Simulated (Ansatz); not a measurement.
A structure relaxed at PBE-D4/def2-SVP in Ansatz, charge 0, singlet:

```xyz
34

Ga   -2.110    1.252    1.850
Ga    2.560   -1.851    0.092
Ga    1.071    1.143    1.161
Ga   -0.872   -1.563    0.775
Ga   -2.817    0.121   -1.221
Ga    0.363    0.012   -1.915
Ga   -0.876    2.823   -0.838
N     0.902   -2.674    0.775
N    -0.416    0.047    1.759
N    -2.319    1.677   -0.083
N     2.693   -0.179    1.131
N     2.041   -1.222   -1.705
N     0.721    1.495   -0.716
N    -1.067   -0.993   -1.070
H    -1.652    2.530    2.675
H    -3.265    0.285    2.356
H     3.839   -2.777    0.138
H     1.586    2.311    2.081
H    -1.916   -2.569    1.386
H    -3.926   -0.774   -0.519
H    -2.903    0.532   -2.754
H     0.310    0.271   -3.466
H    -0.497    4.002    0.158
H    -1.084    3.062   -2.395
H     1.043   -3.000    1.744
H     0.701   -3.545    0.260
H    -0.286   -0.188    2.755
H    -3.157    2.283   -0.114
H     2.915   -0.392    2.116
H     3.510    0.367    0.818
H     2.829   -0.721   -2.144
H     1.894   -2.027   -2.332
H     1.485    2.069   -1.102
H    -1.301   -1.810   -1.656
```

**Question.** Give its formula and point group.

**Answer.** Ga₇N₇H₂₀, a nanocrystal cut from zinc blende GaN (hydrogen-capped). Point group C3v (tolerance 0.1 Å).

**Question.** Summarise the bond lengths by kind (pairs closer than 1.2 times the sum of covalent radii, bridged metal pairs left out).

**Answer.** 18 × Ga–N 1.94 to 2.09 Å; 10 × H–N 1.03 Å; 10 × Ga–H 1.57 to 1.59 Å.

Single mean-field runs in def2-SVP are fitted with def2-universal-jkfit.
